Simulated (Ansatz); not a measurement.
Job for Ansatz (a quantum-chemistry and plane-wave program): R-CCSD(T)/def2-SVP on GeH4S (SMILES [SH][GeH3]), a point of a torsion scan. The run froze 19 orbitals, filled d shells among them.

Ansatz 0.2 input:
```yaml
crystal:
  periodic: [false, false, false]
  atoms:
    - {symbol: S, position_ang: [1.48572887, -0.84234218, -0.09065090]}
    - {symbol: Ge, position_ang: [-0.54030913, -0.00300784, 0.00450661]}
    - {symbol: H, position_ang: [2.08906373, 0.33284495, 0.03462808]}
    - {symbol: H, position_ang: [-0.95233544, 0.57774210, -1.31772396]}
    - {symbol: H, position_ang: [-0.60739953, 1.06571520, 1.05421229]}
    - {symbol: H, position_ang: [-1.46805110, -1.11910817, 0.35686747]}
basis:
  gaussian:
    orbitals: def2-SVP
magnetization: {spin_polarized: false}
correlation: {method: ccsd_t, electrons: outside_noble_gas}
scf: {lower_state_search: off}
```

The log:

```
WARN ansatz: RAYON_NUM_THREADS=1 ignored (pool sized by the plan → 1); use --threads N
Functional definition: HF
these checks for a lower state are left out or cut short: stability, starts, cluster_reference, orbital_swaps, neighbouring_geometries, increment
integrals: 0.05 GiB planned
683 factors; integrals over basis functions are off by at most 1.5e-3 eV
mean field: 0.17 GiB planned
mean field evaluation 1: about -67343.2287 eV, gradient 1.4e1 eV
mean field evaluation 2: about -67343.2463 eV, gradient 1.4e1 eV
mean field evaluation 4: about -67344.0682 eV, gradient 2.1e0 eV
mean field evaluation 8: about -67344.0813 eV, gradient 5.9e-5 eV
mean field -67344.08130698 eV, -2474.8493405736 hartree, gradient 1.3e-6 eV, S^2 0.000000; 0 other end points of the search recorded, 0 dependent functions left out
19 core orbitals not correlated
reference -67344.08130698 eV, -2474.8493405736 hartree; 7, 7 occupied and 44, 44 virtual orbitals, 683 factors
second order -6.41260817 eV of doubles, -0.00000000 eV of singles
coupled cluster: 0.11 GiB planned
cycle   1  -7.19651581 eV  change   -7.8e-1 eV  update   6.3e-2
cycle   2  -7.46317469 eV  change   -2.7e-1 eV  update   2.0e-2
cycle   3  -7.47851682 eV  change   -1.5e-2 eV  update   4.9e-3
cycle   4  -7.47710008 eV  change    1.4e-3 eV  update   1.5e-3
cycle   5  -7.47666074 eV  change    4.4e-4 eV  update   4.3e-4
cycle   6  -7.47657988 eV  change    8.1e-5 eV  update   1.2e-4
cycle   7  -7.47658869 eV  change   -8.8e-6 eV  update   3.5e-5
cycle   8  -7.47659497 eV  change   -6.3e-6 eV  update   1.1e-5
perturbative correction -0.17955283 eV, -0.0065984447 hartree
Total energy: -67351.73745477 eV, -2475.1306988156 hartree
Checks for a lower state left out: stability, starts, cluster_reference, orbital_swaps, neighbouring_geometries, increment
```

The calculation finished and met its thresholds.

Cost: around 1.1 core-seconds (rough).
